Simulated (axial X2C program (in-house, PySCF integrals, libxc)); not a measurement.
# CaB⁺: cheaper levels and CCSD(T), 2c

Calculated with an in-house relativistic program for diatomic molecules. Two-component (2c) means X2C with spin–orbit coupling and atomic mean-field two-electron Coulomb and Gaunt terms. Basis: Ca dyall-cv3z [11s12p6d4f], B dyall-v3z [7s6p2d1f] (cores contracted in-house); Gaussian nuclei, density fitting, unrestricted open shells. Masses: Ca 39.963 u, B 11.009 u.

State: Ω = 2 (⟨Sz⟩ = 1.00, ⟨Lz⟩ = 1.00 at HF); fragments Ca+ + B.

```tsv
level	Re (Å)	ωe (cm⁻¹)	De (eV)
PBE0	2.444	448.7	1.27
CCSD	2.480	414.2	0.680
r2SCAN0	2.440	459.5	1.17
```

Correlated methods: 12 electrons correlated (number of frozen shells: Ca 2 s, 1 p; B 1 s), 230 virtual spin orbitals or spinors in MP2, 90 natural virtuals in coupled cluster.

CCSD(T), same Hamiltonian and basis:

Re = 2.483 Å, ωe = 407.1 cm⁻¹, De = 0.74 eV; T1 = 0.021 (Lee–Taylor normalisation).

(1) Give the differences from CCSD(T) in the columns below.

Occupations by symmetry block were frozen at the best pattern of an incomplete PBE0 search. De is counted from the lowest determinant-based energies of the atoms at the same level, without counterpoise correction. Density functionals use the spin component along the axis (collinear). Coupled cluster ran in a truncated set of natural virtual spinors; the MP2 energy of the rest was added. (T) has no such correction and the atoms are truncated less, which lowers De at CCSD(T) by a hundredth of an eV or more. In 2c an atomic determinant is not the ground J level, so De misses part of the atomic spin–orbit lowering. This holds for PBE0, CCSD, r2SCAN0, CCSD(T). PBE0 can misorder states that lie within some tenths of an eV, so this need not be the ground state of the molecule. The nearest other 2c determinant of the search, Ω = 1, lies 0.28 eV up at the distance of the search. Without a current term, density functionals place determinants with orbital angular momentum somewhat too high. With several unpaired electrons one determinant need not be a pure state. Open-shell Ω = 0 determinants with evenly filled partner blocks cannot be reached by this program, so the Ω shown need not be the lowest component.

Answers

(1) 

```csv
level,ΔRe (Å),Δωe (cm⁻¹),ΔDe (eV)
PBE0,-0.039,42,0.53
CCSD,-0.003,7,-0.06
r2SCAN0,-0.043,52,0.43
```
